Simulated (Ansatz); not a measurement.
Other settings, tried on Be₁₁O₁₁ (started as a model of: (BeO)11 cage of four- and six-membered rings).

```yaml
crystal:
  periodic: [false, false, false]
  atoms:
    - {symbol: Be, position_ang: [0.713861, 0.782643, -2.510204]}
    - {symbol: O, position_ang: [0.870673, 1.798452, -1.332141]}
    - {symbol: Be, position_ang: [-0.748573, 1.629837, -1.328143]}
    - {symbol: O, position_ang: [-0.896717, 0.871383, -2.703656]}
    - {symbol: Be, position_ang: [-0.773095, -0.666420, -2.355086]}
    - {symbol: O, position_ang: [0.866197, -0.785284, -2.434030]}
    - {symbol: Be, position_ang: [1.425328, -1.209079, -1.065549]}
    - {symbol: O, position_ang: [2.074876, -0.210603, 0.000607]}
    - {symbol: Be, position_ang: [1.507333, 1.264115, 0.000595]}
    - {symbol: O, position_ang: [0.869861, 1.798161, 1.333058]}
    - {symbol: Be, position_ang: [-0.749382, 1.629543, 1.328040]}
    - {symbol: O, position_ang: [-1.504712, 1.252937, -0.000324]}
    - {symbol: Be, position_ang: [-1.904041, -0.283337, -0.000609]}
    - {symbol: O, position_ang: [-1.543260, -1.296742, -1.188449]}
    - {symbol: Be, position_ang: [-0.761678, -2.045897, -0.000451]}
    - {symbol: O, position_ang: [0.768482, -2.223517, -0.000013]}
    - {symbol: Be, position_ang: [1.424677, -1.209316, 1.066154]}
    - {symbol: O, position_ang: [-1.543983, -1.297000, 1.187227]}
    - {symbol: Be, position_ang: [0.712335, 0.782094, 2.510805]}
    - {symbol: O, position_ang: [-0.898361, 0.870794, 2.703297]}
    - {symbol: Be, position_ang: [-0.774528, -0.666936, 2.354475]}
    - {symbol: O, position_ang: [0.864717, -0.785815, 2.434385]}
basis:
  gaussian: {orbitals: "6-31G*", nuclear_model: gaussian}
hamiltonian: {xc: {name: LC-wPBE}}
scf: {omitted_lower_state_checks: [starts]}
output: {forces: true}
```

```sh
$ ansatz run in.yaml --threads 4 --pin off --events-out ev --progress --plain --max-ram 9574MiB
```

Output, abridged:

```
Functional definition: LC-wPBE
2904 factors; their error is unknown
1199 factors; integrals over basis functions are off by at most 8.9e-6 eV
mean field evaluation 1: about -26926.0564 eV, gradient 1.3e2 eV
mean field evaluation 2: about -26929.1774 eV, gradient 1.4e2 eV
mean field evaluation 4: about -26958.2333 eV, gradient 2.6e0 eV
mean field evaluation 8: about -26958.2123 eV, gradient 8.5e-2 eV
mean field evaluation 16: about -26958.0314 eV, gradient 1.3e-4 eV
mean field -26958.03142262 eV, -990.6893819711 hartree, gradient 6.3e-5 eV, S^2 0.000000; 0 other end points of the search recorded, 0 dependent functions left out
reference -26958.03142263 eV, -990.6893819715 hartree; 66, 66 occupied and 264, 264 virtual orbitals, 2904 factors
Total energy: -26958.03142263 eV, -990.6893819715 hartree
Atom 0 at     0.713861     0.782643    -2.510204 Å, force    -0.968826    -0.305707     0.769017 eV/Å
Atom 1 at     0.870673     1.798452    -1.332141 Å, force    -0.057779    -0.103378    -0.056434 eV/Å
Atom 2 at    -0.748573     1.629837    -1.328143 Å, force     0.641364    -0.730246    -0.131665 eV/Å
Atom 3 at    -0.896717     0.871383    -2.703656 Å, force     0.189848    -0.103846     0.190170 eV/Å
Atom 4 at    -0.773095    -0.666420    -2.355086 Å, force     0.585304     0.635458     0.539389 eV/Å
Atom 5 at     0.866197    -0.785284    -2.434030 Å, force    -0.086273     0.106268     0.041723 eV/Å
Atom 6 at     1.425328    -1.209079    -1.065549 Å, force    -0.419892     0.379157     0.632506 eV/Å
Atom 7 at     2.074876    -0.210603     0.000607 Å, force     0.014148    -0.061306     0.000048 eV/Å
Atom 8 at     1.507333     1.264115     0.000595 Å, force    -0.568039    -0.430799    -0.000237 eV/Å
Atom 9 at     0.869861     1.798161     1.333058 Å, force    -0.057814    -0.103415     0.056415 eV/Å
Atom 10 at    -0.749382     1.629543     1.328040 Å, force     0.641289    -0.730226     0.131848 eV/Å
Atom 11 at    -1.504712     1.252937    -0.000324 Å, force    -0.072538     0.021358     0.000022 eV/Å
Atom 12 at    -1.904041    -0.283337    -0.000609 Å, force     0.837096    -0.392720     0.000158 eV/Å
Atom 13 at    -1.543260    -1.296742    -1.188449 Å, force     0.037264     0.043226     0.038281 eV/Å
Atom 14 at    -0.761678    -2.045897    -0.000451 Å, force     0.010823     0.975308     0.000025 eV/Å
Atom 15 at     0.768482    -2.223517    -0.000013 Å, force    -0.064767     0.045809     0.000067 eV/Å
Atom 16 at     1.424677    -1.209316     1.066154 Å, force    -0.419459     0.379325    -0.632800 eV/Å
Atom 17 at    -1.543983    -1.297000     1.187227 Å, force     0.037312     0.043232    -0.038126 eV/Å
Atom 18 at     0.712335     0.782094     2.510805 Å, force    -0.968365    -0.305484    -0.769691 eV/Å
Atom 19 at    -0.898361     0.870794     2.703297 Å, force     0.189960    -0.103863    -0.190039 eV/Å
Atom 20 at    -0.774528    -0.666936     2.354475 Å, force     0.585619     0.635613    -0.538950 eV/Å
Atom 21 at     0.864717    -0.785815     2.434385 Å, force    -0.086273     0.106237    -0.041726 eV/Å
Dipole moment:     0.054464     0.004645     0.000041 e Å
Checks for a lower state left out: starts
```

Hardware: 4 threads of Intel Xeon Platinum 8488C on a shared host. Wall time 13 s, peak host memory 1.6 GiB.

The 6-31G sets use Cartesian d functions. LC-ωPBE has ω = 0.4 bohr⁻¹.
